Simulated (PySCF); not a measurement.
# How methods differ on the excitation energy of Co

Co [Ar] 3d7 4s2 (4F) → Co [Ar] 3d6 4s2 5s1 (6D), as a difference of total energies. All numbers are calculated (PySCF 2.14, no relativity, point nucleus, in dyall-av2z (16s12p7d2f, 101 functions)). Correlated levels: valence: [Ar] frozen; virtual orbitals above 40 to 60 times the deepest correlated orbital energy dropped. The calculations carry no spin-orbit coupling.

```csv
method,excitation energy (cm⁻¹)
UHF,68818
LDA,91481
PBE,90050
PBE0,86442
r2SCAN,89374
HSE06,86586
r2SCAN0,86141
B97-3,87240
MN15,88307
MP2 (valence),81912
SCS-MP2 (valence),82475
```

A first-order spin-orbit estimate (lowest level to lowest level, LS coupling) adds 0.026 eV.

The upper state lies above the first ionisation limit, but in LS coupling its spin forbids autoionisation to the ground ion. A Rydberg-like electron needs more diffuse functions than a valence basis has.

The promoted electron is Rydberg-like, and one or two diffuse shells describe it only roughly, which tends to raise the upper state.
